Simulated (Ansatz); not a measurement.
C$_{2}$Br$_{2}$ClF$_{3}$ (`FC(F)(Br)C(F)(Cl)Br`). Charge 0, multiplicity 1.

| atom | x (Å) | y (Å) | z (Å) |
| --- | --- | --- | --- |
| F1 | -1.643 | 0.604 | -0.001 |
| C2 | -0.541 | 0.128 | 0.563 |
| F3 | -0.134 | 0.994 | 1.489 |
| Br4 | -0.925 | -1.559 | 1.427 |
| C5 | 0.583 | -0.019 | -0.504 |
| F6 | 1.668 | -0.517 | 0.095 |
| Cl7 | 0.961 | 1.572 | -1.147 |
| Br8 | 0.032 | -1.204 | -1.923 |

Question: What are the harmonic wavenumbers in cm⁻¹ at PBE0-D4/def2-TZVP (Ansatz, finite differences of forces, unscaled)? (Best estimate.)

Answer: The calculation gave: 62, 114, 180, 198, 260, 287, 308, 335, 352, 414, 521, 645, 781, 865, 1029, 1150, 1211, 1228.

Question: Is this a minimum?

Answer: Yes, all 18 modes are real.

Question: Give the ideal-gas thermochemistry at 298.15 K and 1 bar (rigid rotor, harmonic oscillator; point group C1, symmetry number 1).

Answer: Zero-point energy 59.5 kJ/mol; H(298) − E = 84.1 kJ/mol; entropy 399.2 J/(mol·K), of which translation 179.0, rotation 130.3, vibration 89.9; G(298) − E = -34.9 kJ/mol. Modes under 100 cm⁻¹ are hindered rotations or soft bends, so the harmonic entropy is rough.
